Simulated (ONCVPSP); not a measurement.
# Before and after: ONCV potential for Rh (Z = 45)

```
Element                 : rhodium (Rh)
Generator               : ONCVPSP 4.0.1
Type                    : optimised norm-conserving Vanderbilt (ONCV)
Functional              : LDA (Perdew-Wang 92)
Relativity              : scalar-relativistic
Frozen core             : [Ar] 3d10
Valence charge          : 17
Reference configuration : 4s2 4p6 4d8 5s1
Partial waves           : 4s+5s: rc 1.65 bohr, ncon 5, nbas 9, qcut 8.3 1/bohr, 2 projectors; 4p: rc 1.10 bohr, ncon 4, nbas 7, qcut 6.3 1/bohr, 1 projector; 4d: rc 1.95 bohr, ncon 4, nbas 8, qcut 9.7 1/bohr, 1 projector
Local potential         : polynomial inside 0.95 bohr (lpopt 3, dvloc0 3 Ha)
Core correction         : Teter function, fcfact 2, rcfact 1.55
```

Change: d: qcut 7.9.

Cutoffs: the cutoffs (Ha) at which the residual kinetic energy of the hardest occupied pseudo-wave falls to 1 and 0.1 mHa per electron; they do not see the model core or the augmentation charge, which bear on the density cutoff. Errors are all-electron minus pseudo energies relative to the spin-unpolarised reference configuration.

Question: How do hardness, ghosts and transferability respond?

Answer: The potential gets neither clearly harder nor softer (106 Ha and 126 Ha → 106 Ha and 126 Ha); the p channel sets the loose cutoff, while the largest relative change is in d, which becomes softer; of the 4 tests that both files solve, the error grows in 1 and shrinks in 2 by more than 15 % and 0.3 meV (median size 2.1 → 2.7 meV); the range in which the d phases agree narrows (upper end at the end of the scan → 1.8); neither file shows a bound ghost.

| quantity | base | changed |
| --- | --- | --- |
| cutoff, loose | 106 Ha | 106 Ha |
| cutoff, tight | 126 Ha | 126 Ha |
| loose cutoff by channel | s 26 Ha, p 106 Ha, d 26 Ha | s 26 Ha, p 106 Ha, d 22 Ha |
| bound ghosts | none | none |
| GHOST(+) flags under 300 eV | none | none |
| error for 4s2 4p6 4d8 5s0, meV [ΔE 7.78 eV] | -1.5 | -1.1 |
| error for 4s2 4p6 4d7 5s0, meV [ΔE 27.55 eV] | -2.2 | -3.8 |
| error for 4s2 4p6 4d6 5s0, meV [ΔE 60.29 eV] | +2.0 | +1.6 |
| error for 4s2 4p6 4d7 5s1 5p1, meV [ΔE 6.63 eV] | +41 | +41 |
| s: phases at 1.67 bohr within 0.05 rad from the reference energy up to (Ha; the scan ends near 5) | to the end of the scan | to the end of the scan |
| p: phases at 1.11 bohr within 0.05 rad from the reference energy up to (Ha; the scan ends near 5) | 3.5 | 3.5 |
| d: phases at 1.98 bohr within 0.05 rad from the reference energy up to (Ha; the scan ends near 5) | to the end of the scan | 1.8 |
| rms error of d²Exc/dni dnj with the model core, mHa | 0.53 | 0.54 |
